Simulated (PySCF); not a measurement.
**Spinor energies of Co³⁺ (cobalt, charge +3)**

Start: [Ar] 3d5 4p1; 3d5/2 filled at m_j = -3/2, -1/2, +1/2, +3/2, +5/2; 4p3/2 filled at m_j = +3/2. Calculated with PySCF 2.14 in x2c-TZVPall-2c with one added diffuse shell each of s, p, d type (7s8p5d1f, 63 functions): generalised Hartree-Fock with the X2C-1e Hamiltonian and a Gaussian nucleus; one run each with spin-orbit coupling (SO) switched off, then screened by Boettger's factors. This is a chosen level, not necessarily the ground level.

```json
{"spinor shell": "1s1/2", "electrons": "2", "ε, spin-free (eV)": "-7826.1", "ε, screened SO (eV)": "-7826.0", "weight of nominal j (screened SO)": "1.000", "rms radius, screened SO (bohr)": "0.0649"}
{"spinor shell": "2s1/2", "electrons": "2", "ε, spin-free (eV)": "-1016.1", "ε, screened SO (eV)": "-1016.1", "weight of nominal j (screened SO)": "1.000", "rms radius, screened SO (bohr)": "0.276"}
{"spinor shell": "2p1/2", "electrons": "2", "ε, spin-free (eV)": "-873.57", "ε, screened SO (eV)": "-884.19", "weight of nominal j (screened SO)": "0.974", "rms radius, screened SO (bohr)": "0.247"}
{"spinor shell": "2p3/2", "electrons": "4", "ε, spin-free (eV)": "-873.57", "ε, screened SO (eV)": "-868.41", "weight of nominal j (screened SO)": "0.987", "rms radius, screened SO (bohr)": "0.249"}
{"spinor shell": "3s1/2", "electrons": "2", "ε, spin-free (eV)": "-173.74", "ε, screened SO (eV)": "-173.76", "weight of nominal j (screened SO)": "1.000", "rms radius, screened SO (bohr)": "0.816"}
{"spinor shell": "3p1/2", "electrons": "2", "ε, spin-free (eV)": "-129.55", "ε, screened SO (eV)": "-130.11", "weight of nominal j (screened SO)": "0.664", "rms radius, screened SO (bohr)": "0.857"}
{"spinor shell": "3d5/2", "electrons": "5", "ε, spin-free (eV)": "-69.015", "ε, screened SO (eV)": "-69.036", "weight of nominal j (screened SO)": "0.589", "rms radius, screened SO (bohr)": "0.965"}
{"spinor shell": "4p3/2", "electrons": "1", "ε, spin-free (eV)": "-31.521", "ε, screened SO (eV)": "-31.452", "weight of nominal j (screened SO)": "1.000", "rms radius, screened SO (bohr)": "2.61"}
```

**Question.** Where does 3p3/2 lie, and what is the 3p spin-orbit splitting (screened SO)?

**Answer.** At -129.32 eV, 0.792 eV above 3p1/2.

```json
{"quantity": "E (hartree)", "spin-free": "-1389.23002", "screened SO": "-1389.25326"}
{"quantity": "M_J", "spin-free": "4", "screened SO": "4"}
{"quantity": "⟨J²⟩", "spin-free": "20.002", "screened SO": "20.002"}
{"quantity": "⟨L²⟩", "spin-free": "2.000", "screened SO": "2.005"}
{"quantity": "⟨S²⟩", "spin-free": "12.001", "screened SO": "11.997"}
```

Each row is a mean over spinors that exchange with the open shell spreads, by up to 17.827 eV (3p3/2).

Rows whose weight is well below 1 are mixtures of j = l ± 1/2: exchange outweighs spin-orbit coupling there, and the label is only the starting occupation.

Without spin-orbit coupling the j labels of p, d and f shells carry no meaning; the spin-free column gives the mean over the occupied spinors of each nl shell.
